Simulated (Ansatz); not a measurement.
`B[SiH2][SiH2][SiH3]` + H₂O → `B[SiH2][SiH2]O` + SiH₄ at 400 K and 1 bar (formal hydrolysis of the Si–Si bond).

Computed with Ansatz on PBE0-D4/def2-TZVP structures; ΔE is electronic, products minus reactants. CCSD(T)/CBS is the MP2 limit (def2-TZVPP, def2-QZVPP) plus CCSD(T) − MP2 in def2-TZVPP, frozen cores. This one scheme is used for every species. Each species was taken in one conformer, which may not be the lowest.

| species | CCSD(T)/CBS energy (Eh) | H − E (kJ/mol) | S (J/(mol·K)) |
| --- | --- | --- | --- |
| `B[SiH2][SiH2][SiH3]` | -897.39286 | 249.5 | 443.5 |
| H₂O | -76.37941 | 69.8 | 198.6 |
| `B[SiH2][SiH2]O` | -682.33401 | 216.0 | 403.4 |
| SiH₄ | -291.46306 | 96.9 | 218.6 |

H − E and S are ideal-gas, rigid-rotor, harmonic terms from PBE0-D4/def2-TZVP, for one conformer and one mirror image of each species. 1 Eh = 2625.50 kJ/mol, R = 8.31446 J/(mol·K).

By hand: ΔE, ΔH, ΔS and ΔG.

ΔE = (-682.33401) + (-291.46306) − (-897.39286) − (-76.37941) = -0.02480 Eh = -65.1 kJ/mol. Δ(H − E) = 216.0 + 96.9 − 249.5 − 69.8 = -6.4, so ΔH = -71.5 kJ/mol. ΔS = 403.4 + 218.6 − 443.5 − 198.6 = -20.1 J/(mol·K). ΔG = -71.5 − 400 × (-20.1)/1000 = -63.5 kJ/mol.

By hand: the equilibrium constant, and the temperature at which ΔG would vanish if ΔH and ΔS stayed fixed.

log₁₀ K = −ΔG/(RT ln 10) = 8.3. ΔG = 0 at ΔH/ΔS = 3557 K, far beyond where these terms or the molecules hold.

ΔH outweighs TΔS. A doubt of 5 kJ/mol in ΔE shifts log₁₀ K by 0.7 here. Other conformers and mirror images would add mixing entropy, several J/(mol·K) or more a flexible species. Modes under 60 cm⁻¹, often nearly free rotors, make the harmonic entropy too high. These are equilibria of isolated gas molecules and say nothing of rates. Largest T1 diagnostic: 0.014 (customary marks: 0.02 for closed shells, 0.045 for open ones).
